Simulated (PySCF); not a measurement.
Identify the unknown among the candidates.

All candidates are CH6ClFSi2.

- Triplet: lowest triplet excitation (Tamm–Dancoff): 5.64 eV [TDA CAM-B3LYP/def2-SVPD]
- Rotational structure: rotational constants A, B, C: 3.034, 1.596, 1.158 GHz [GFN2-xTB]
- 13C NMR: chemical shifts (computed TMS as zero) by class: -10.8 (1 C) ppm [GIAO PBE0/pcSseg-1]
- NMR, other nuclei: isotropic shieldings of nuclei other than C and H, by class: 336 (1 F), 318 (1 Si), 428 (1 Si), 889 (1 Cl) ppm [GIAO PBE0/pcSseg-1]
- Dipole: 2.38 D [CAM-B3LYP/def2-SVPD]
- Polarisability: 78.9 au [CAM-B3LYP/def2-SVPD]

Electronic properties: PySCF, gas phase, density fitting. Levels stand in brackets. One conformer (not necessarily the lowest) at the GFN2-xTB geometry, without solvent, vibrations or thermal averaging. NMR classes are plain means over equivalent atoms (diastereotopic ones count apart unless rotation or inversion swaps them), as if these changed places fast.

Problem. Which candidate is it?
A. `C[SiH2][Si@@H](F)Cl`
B. `F[Si@@H]([SiH3])CCl`
C. `FC[Si@H]([SiH3])Cl`
D. `F[Si@H](Cl)C[SiH3]`

Solution. A. It is `C[SiH2][Si@@H](F)Cl`. Numbering: `[CH3:1][SiH2:2][Si@@H:3]([F:4])[Cl:5]`. Its formula, CH6ClFSi2, gives 0 degrees of unsaturation, so no ring and no π bond. The one carbon: Si-methyl carbon [C1] (-10.8 ppm). The other shieldings belong to: 336 ppm, silicon-bound fluorine [F4]; 318 ppm, fluorine-bound silicon [Si3]; 428 ppm, SiH2 silicon [Si2]; 889 ppm, silicon-bound chlorine [Cl5]. The optimised geometry has point group C1 and is an asymmetric top.

The others, at the same levels:
- `F[Si@H](Cl)C[SiH3]` fails: its computed 13C shifts are -0.3 (1 C) ppm, rotational constant A is 3.261 GHz (against 3.034 GHz) and smallest rotational constant is 1.246 GHz (against 1.158 GHz).
- `FC[Si@H]([SiH3])Cl` fails: its computed 13C shifts are 81.0 (1 C) ppm, rotational constant A is 2.237 GHz (against 3.034 GHz) and smallest rotational constant is 1.063 GHz (against 1.158 GHz).
- `F[Si@@H]([SiH3])CCl` fails: its computed 13C shifts are 33.4 (1 C) ppm, rotational constant A is 2.812 GHz (against 3.034 GHz) and smallest rotational constant is 1.052 GHz (against 1.158 GHz).

Each candidate is one conformer, not necessarily the lowest. Dipoles, sizes and rotational constants follow the conformer. The torsions of the flexible species, by atom-mapped SMILES:
- `[CH3:1][SiH2:2][Si@@H:3]([F:4])[Cl:5]`: C1–Si2–Si3–F4 -117°
- `[F:1][Si@H:2]([Cl:3])[CH2:4][SiH3:5]`: F1–Si2–C4–Si5 54°
- `[F:1][CH2:2][Si@H:3]([SiH3:4])[Cl:5]`: F1–C2–Si3–Si4 -57°
- `[F:1][Si@@H:2]([SiH3:3])[CH2:4][Cl:5]`: F1–Si2–C4–Cl5 -175°
